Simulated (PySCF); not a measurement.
**OsO2F2 at several levels of theory**

Computed with PySCF 2.14.0 (density fitting, no spin-orbit coupling) at the geometry relaxed with BP86:

```xyz
5
OsO2F2 (triplet)
Os    0.0000    0.0000    0.1238
O     0.9718    0.9718    1.1683
O    -0.9718   -0.9718    1.1683
F     0.9070   -0.9070   -1.2629
F    -0.9070    0.9070   -1.2629
```

| level | basis | state | HOMO (eV) | gap (eV) | charge on Os1 (e) | dipole about the centre of mass (D) | largest force component (eV/Å) |
| --- | --- | --- | --- | --- | --- | --- | --- |
| BP86 | Os def2-SVP with ECP60, O def2-SVP, F def2-SVP | triplet | -6.11 | 0.21 | 1.11 | 0.09 | 0.02 |
| BP86 | Os def2-TZVP with ECP60, O def2-TZVP, F def2-TZVP | triplet | -6.26 | 0.22 | 1.35 | 0.05 | 0.12 |
| BP86 | Os x2c-SVPall, O x2c-SVPall, F x2c-SVPall | triplet | -6.40 | 0.12 | 0.90 | 0.02 | 0.48 |

HOMO and gap are taken over both spins. Charges are Mulliken's, which hang on the basis. The relaxation used the grid (50, 194), these runs (75, 302) or, all-electron (x2c bases, spin-free X2C Hamiltonian), (99, 590).

Question: Order these levels, in the first row's basis, by the HOMO–LUMO gap they give here, smallest first.
A. HF
B. B3LYP
C. PBE
D. TPSS

Answer: C (0.25 eV), D (0.47 eV), B (2.34 eV), A (11.74 eV).

Question: And their other results?

Answer: 
```json
{"level": "PBE", "state": "triplet", "HOMO (eV)": "-5.99", "gap (eV)": "0.25", "charge on Os1 (e)": "1.10", "dipole about the centre of mass (D)": "0.09", "largest force component (eV/Å)": "0.09"}
{"level": "HF", "state": "triplet", "HOMO (eV)": "-12.69", "gap (eV)": "11.74", "charge on Os1 (e)": "1.75", "dipole about the centre of mass (D)": "1.24", "largest force component (eV/Å)": "1.29"}
{"level": "B3LYP", "state": "triplet", "HOMO (eV)": "-7.70", "gap (eV)": "2.34", "charge on Os1 (e)": "1.26", "dipole about the centre of mass (D)": "0.08", "largest force component (eV/Å)": "0.54"}
{"level": "TPSS", "state": "triplet", "HOMO (eV)": "-6.19", "gap (eV)": "0.47", "charge on Os1 (e)": "1.21", "dipole about the centre of mass (D)": "0.07", "largest force component (eV/Å)": "0.10"}
```

Open shells may have lower solutions than the one found.

A gap near or under zero over both spins lies within a partly filled shell and is no excitation energy.

Some runs are spin-contaminated.
